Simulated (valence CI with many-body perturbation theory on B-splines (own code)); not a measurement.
# Kr²⁰⁺: E2, M1, M2 decay

Computed by relativistic CI+MBPT: six valence electrons over a frozen Dirac-Fock core [Ne], a basis of 9 s, 9 p, 8 d, 6 f, 3 g, 1 h functions for each j, with the one-electron correlation potential Σ1, the two-electron term Σ2, the three-electron term Σ3, Breit, model QED; selected CI, second order for the rest, scaled by the run's own slope (own B-spline code, finite nucleus).

No measured spectrum was set against this ion. As an estimate, levels of excited configurations hold to 0.05 to 0.15 % of their energy, terms of the ground configuration to about 0.5 %. Among the levels kept, up to 1500 cm⁻¹ of a level comes from second order outside the variational space, and about a tenth of that is noise between levels of different J, which matters for small intervals.

Lines 1 to 38 of 38 in falling wavelength, among levels below 122.55 eV, chosen from the decays that carry over 1 % of a level's rate. Wavelengths and rates use the calculated energies, so an error of 400 cm⁻¹ moves a line at 556.9 nm by 2.2 % and its rate by three times that or more. Electric multipoles are in the length gauge, E1 and E2 with the static RPA response of the core. Weak lines are less certain than strong ones. Lines between different terms over intervals too small for the method are left out, as are lines whose strength nearly cancels. The highest levels of a list are the least certain. Branching is blank where the lifetime is uncertain.

Names give the largest LS component (configuration and term), which can be under half, so a name can repeat, a term be missing and a line seem to break the LS rules; names also repeat where a configuration has a term twice. Letters in brackets count levels of one name in rising energy.

| λ vac (nm) | Upper | Lower | Type | A (s⁻¹) | Branch % |
| --- | --- | --- | --- | --- | --- |
| 773.5 | 3s2.3p3.3d 5D°_4 | 3s2.3p3.3d 5D°_3 | M1 | 4.42e+01 | 13.4 |
| 556.9 | 3s2.3p3.3d 3G°_5 | 3s2.3p3.3d 3F°_4 [b] | M1 | 2.43e+01 |  |
| 500.2 | 3s2.3p3.3d 3F°_4 [b] | 3s2.3p3.3d 3G°_3 | M1 | 9.68e+01 |  |
| 320.3 | 3s2.3p4 3P_1 | 3s2.3p4 3P_0 | M1 | 3.60e+02 | 3.8 |
| 304.6 | 3s2.3p3.3d 1G°_4 | 3s2.3p3.3d 3F°_4 [a] | M1 | 2.35e+01 |  |
| 297.0 | 3s2.3p3.3d 1G°_4 | 3s2.3p3.3d 3G°_3 | M1 | 1.61e+02 |  |
| 276.7 | 3s2.3p3.3d 3F°_4 [b] | 3s2.3p3.3d 3F°_3 [a] | M1 | 1.51e+02 |  |
| 275.7 | 3s2.3p3.3d 3F°_4 [a] | 3s2.3p3.3d 3D°_3 [a] | M1 | 4.99e+02 |  |
| 275.7 | 3s2.3p3.3d 3F°_4 [c] | 3s2.3p3.3d 3F°_3 [b] | M1 | 7.02e+02 | 2.1 |
| 275.0 | 3s2.3p4 1D_2 | 3s2.3p4 3P_1 | M1 | 1.06e+02 | 1.2 |
| 269.5 | 3s2.3p3.3d 3G°_5 | 3s2.3p3.3d 3F°_4 [a] | M1 | 4.43e+02 |  |
| 210.9 | 3s2.3p4 3P_0 | 3s2.3p4 3P_2 | E2 | 8.32e-01 | 100.0 |
| 180.5 | 3s2.3p3.3d 3F°_4 [b] | 3s2.3p3.3d 3D°_3 [a] | M1 | 5.78e+01 |  |
| 144.7 | 3s2.3p3.3d 1G°_4 | 3s2.3p3.3d 3D°_3 [a] | M1 | 2.12e+01 |  |
| 127.2 | 3s2.3p4 3P_1 | 3s2.3p4 3P_2 | M1 | 9.19e+03 | 96.2 |
| 109.3 | 3s2.3p3.3d 3F°_4 [a] | 3s2.3p3.3d 5D°_4 | M1 | 4.13e+03 |  |
| 101.0 | 3s2.3p3.3d 3F°_4 [c] | 3s2.3p3.3d 3G°_5 | M1 | 3.57e+03 | 10.9 |
| 96.79 | 3s2.3p3.3d 3F°_4 [c] | 3s2.3p3.3d 1G°_4 | M1 | 1.84e+03 | 5.6 |
| 90.41 | 3s2.3p3.3d 3F°_4 [b] | 3s2.3p3.3d 5D°_4 | M1 | 2.24e+03 |  |
| 86.95 | 3s2.3p4 1D_2 | 3s2.3p4 3P_2 | M1 | 8.33e+03 | 98.5 |
| 85.48 | 3s2.3p3.3d 3F°_4 [c] | 3s2.3p3.3d 3F°_4 [b] | M1 | 4.48e+03 | 13.7 |
| 80.95 | 3s2.3p3.3d 3F°_4 [b] | 3s2.3p3.3d 5D°_3 | M1 | 1.10e+03 |  |
| 80.46 | 3s2.3p3.3d 1G°_4 | 3s2.3p3.3d 5D°_4 | M1 | 1.16e+03 |  |
| 77.78 | 3s2.3p3.3d 3G°_5 | 3s2.3p3.3d 5D°_4 | M1 | 1.08e+03 |  |
| 73.45 | 3s2.3p3.3d 3F°_4 [c] | 3s2.3p3.3d 3F°_4 [a] | M1 | 9.92e+03 | 30.3 |
| 73.00 | 3s2.3p3.3d 3F°_4 [c] | 3s2.3p3.3d 3G°_3 | M1 | 1.67e+03 | 5.1 |
| 72.88 | 3s2.3p3.3d 1G°_4 | 3s2.3p3.3d 5D°_3 | M1 | 5.33e+02 |  |
| 68.19 | 3s2.3p4 1S_0 | 3s2.3p4 3P_1 | M1 | 5.85e+04 | 99.8 |
| 58.00 | 3s2.3p3.3d 3F°_4 [c] | 3s2.3p3.3d 3D°_3 [a] | M1 | 3.81e+03 | 11.6 |
| 43.94 | 3s2.3p3.3d 3F°_4 [c] | 3s2.3p3.3d 5D°_4 | M1 | 5.46e+03 | 16.7 |
| 41.58 | 3s2.3p3.3d 3F°_4 [c] | 3s2.3p3.3d 5D°_3 | M1 | 5.19e+02 | 1.6 |
| 39.25 | 3s2.3p3.3d 3F°_4 [a] | 3s.3p5 3P°_2 | E2 | 5.80e+01 |  |
| 25.58 | 3s2.3p3.3d 3F°_4 [c] | 3s.3p5 3P°_2 | E2 | 3.74e+02 | 1.1 |
| 14.49 | 3s2.3p3.3d 3F°_4 [a] | 3s2.3p4 1D_2 | M2 | 2.27e+02 |  |
| 14.10 | 3s2.3p3.3d 3F°_4 [b] | 3s2.3p4 1D_2 | M2 | 7.05e+01 |  |
| 14.02 | 3s2.3p3.3d 5D°_4 | 3s2.3p4 3P_2 | M2 | 2.84e+02 | 85.7 |
| 13.84 | 3s2.3p3.3d 1G°_4 | 3s2.3p4 1D_2 | M2 | 1.45e+02 |  |
| 11.94 | 3s2.3p3.3d 1G°_4 | 3s2.3p4 3P_2 | M2 | 2.45e+01 |  |
